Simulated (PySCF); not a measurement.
A GIAO shielding run with PySCF 2.14.0 with density-fitted response routines (density fitting, non-relativistic, gas phase) on `CS[Si@@H](OC=O)C(C)C`, C5H12O2SSi:

```
$ OMP_NUM_THREADS=1 python probes_run.py task.json out

{"job": {"kind": "nmr", "xc": "PBE0", "basis": "pcSseg-1"}, "charge": 0, "multiplicity": 1}
C     -2.906371    -1.410227     0.652913
S     -1.101980    -1.637148     0.777776
Si    -0.392785    -0.173264    -0.606390
O     -1.348748     1.153610    -0.223418
C     -1.218704     2.312713    -0.822160
O     -0.451892     2.554150    -1.702475
C      1.455332     0.133891    -0.278154
C      1.684907     0.755768     1.102127
C      2.250386    -1.163507    -0.412744
H     -3.346526    -1.971434     1.469638
H     -3.253093    -1.800496    -0.298262
H     -3.142775    -0.356496     0.746470
H     -0.720849    -0.536813    -1.981751
H     -1.925176     3.049417    -0.400942
H      1.822749     0.838101    -1.030876
H      1.333016     0.086608     1.884961
H      1.161428     1.705673     1.194958
H      2.746362     0.938998     1.259467
H      1.904855    -1.894927     0.314395
H      2.132325    -1.589767    -1.405561
H      3.308619    -0.977908    -0.240445
```

Hardware: 1 thread of an Arm Neoverse V1, shared host. The job also computes population analyses, field gradients.

Question: How large is the calculation?

Answer: 88 electrons, 227 basis functions and 1223 auxiliary functions.

Question: How long does it take, and how much memory does it need?

Answer: 110 s of wall time, with 14 SCF cycles and 5 response iterations; peak memory 1 GiB. Times on a shared host scatter by some tens of per cent.
